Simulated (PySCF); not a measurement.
This PySCF input asks for the NMR shieldings of SMILES C#CC[C@](F)(C#CC)[SiH2]C, C$_{8}$H$_{11}$FSi; the geometry comes from GFN2-xTB.

```python
import basis_set_exchange as bse
import numpy as np
from pyscf import gto, dft
from pyscf.prop import nmr

atoms = """
C    -2.043039   -2.594555    0.243087
C    -1.444085   -1.979942   -0.590645
C    -0.709688   -1.248137   -1.597200
C    -0.071871    0.021861   -1.016227
F     0.593632    0.657531   -2.088951
C     0.903683   -0.318462   -0.005480
C     1.736647   -0.589707    0.814187
C     2.713152   -0.931014    1.823834
Si   -1.359928    1.305341   -0.344525
C    -0.402977    2.882575    0.076560
H    -2.571571   -3.137520    0.967852
H     0.077819   -1.889673   -2.007893
H    -1.383234   -0.963757   -2.411043
H     3.673305   -1.145826    1.355270
H     2.382493   -1.812989    2.371966
H     2.837525   -0.104113    2.523030
H    -2.006575    0.711985    0.827681
H    -2.320455    1.531084   -1.430939
H     0.148151    3.248155   -0.785609
H     0.314147    2.704238    0.873358
H    -1.076053    3.669868    0.401219
"""
names = dict.fromkeys(["C", "F", "Si", "H"], "pcSseg-1")
basis = {el: gto.basis.parse(bse.get_basis(n, elements=[el], fmt="nwchem")) for el, n in names.items()}
mol = gto.M(atom=atoms, basis=basis, charge=0, verbose=0)
mf = dft.RKS(mol, xc="PBE0")
mf.grids.level = 2
mf.grids.alignment = dft.numint.BLKSIZE   # the property module wants whole blocks of grid points
mf.conv_tol = 1e-9
mf.kernel()

calc = nmr.RKS(mf)   # GIAO
C = mf.mo_coeff
Co = C[:, mf.mo_occ > 0]
resp = mf.gen_response(singlet=True, hermi=2)
def vind(x):   # induced exchange potential for any number of trial vectors
    d = np.einsum("pi,xij,qj->xpq", C, 2 * x.reshape(-1, C.shape[1], Co.shape[1]), Co, optimize=True)
    return np.einsum("xpq,pi,qj->xij", resp(d - d.transpose(0, 2, 1)), C, Co, optimize=True).ravel()
mo1, _ = nmr.rhf.solve_mo1(calc, with_cphf=vind)
sigma = calc.kernel(mo1)
for i, s in enumerate(sigma):   # ppm
    print("%2d %-2s %9.2f" % (i, mol.atom_pure_symbol(i), np.trace(s) / 3))
```

**Question.** Give the expected output.

**Answer.** 
```
 0 C     107.25
 1 C     102.39
 2 C     153.66
 3 C      98.25
 4 F     365.26
 5 C     102.30
 6 C      89.03
 7 C     181.71
 8 Si    382.48
 9 C     196.48
10 H      30.24
11 H      28.58
12 H      28.82
13 H      29.55
14 H      29.54
15 H      29.56
16 H      27.05
17 H      27.49
18 H      31.10
19 H      31.19
20 H      31.63
```

These numbers come from an equivalent density-fitted implementation of the same equations, which agrees with the script to about 0.01 ppm for H and up to a few tenths of a ppm for heavy atoms, so last digits may differ.

**Question.** Turn these shieldings into chemical shifts. References, each an isolated molecule treated in the same way: 13C (σ = 186.93 ppm) and 29Si (σ = 349.16 ppm) and 1H (σ = 31.72 ppm) vs TMS; CFCl3 for 19F (σ = 170.95 ppm).

**Answer.** Averaging equivalent atoms: C 6: 97.9; C 3: 88.7; C 5: 84.6; C 1: 84.5; C 0: 79.7; C 2: 33.3; C 7: 5.2; C 9: -9.6; F 4: -194.3; Si 8: -33.3; H 16: 4.67; H 17: 4.23; H 11: 3.14; H 12: 2.90; H 13/14/15: 2.17; H 10: 1.48; H 18/19/20: 0.41 ppm. Unscaled 19F shifts against computed CFCl3 carry errors that often reach 10 to 50 ppm.

Size and cost of the density-fitted run: 232 basis functions, 120 s wall time on 1 thread of an Arm Neoverse N1, shared host; peak memory 1.1 GiB.
